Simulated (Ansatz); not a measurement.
CH4OZn (`O[CH2][ZnH]`). Total charge 0; spin multiplicity 1. The geometry is a stationary point of PBE0-D4/def2-TZVP. It is one conformer, not always the lowest.

```xyz
7

O     0.169    1.496    0.075
C     0.538    0.127    0.286
Zn   -0.639   -1.139   -0.670
H    -0.662    1.657    0.526
H     0.633   -0.093    1.357
H     1.548    0.031   -0.124
H    -1.587   -2.080   -1.451
```

What is the dipole moment at B3LYP/def2-TZVPP? (Estimate.)

Ansatz gave: 1.36 D, with components (-0.49, -0.69, 1.07) D in this frame, pointing from negative to positive charge.

And with PBE, r2SCAN, ωB97M-V? (An estimate is asked.)

Computed: PBE 1.27 D, r2SCAN 1.31 D, ωB97M-V 1.40 D.

Give the Mulliken charges with B3LYP, ωB97M-V, PBE in def2-TZVPP. (Best estimate.)

Ansatz gave: 
```
atom  B3LYP  ωB97M-V    PBE
  O1  -0.35    -0.34  -0.32
  C2  -0.12    -0.20  -0.11
 Zn3   0.24     0.24   0.16
  H4   0.18     0.17   0.19
  H5   0.09     0.11   0.09
  H6   0.10     0.12   0.10
  H7  -0.14    -0.11  -0.11
```

B3LYP here is the variant with VWN-RPA as its local correlation; programs differ in this.
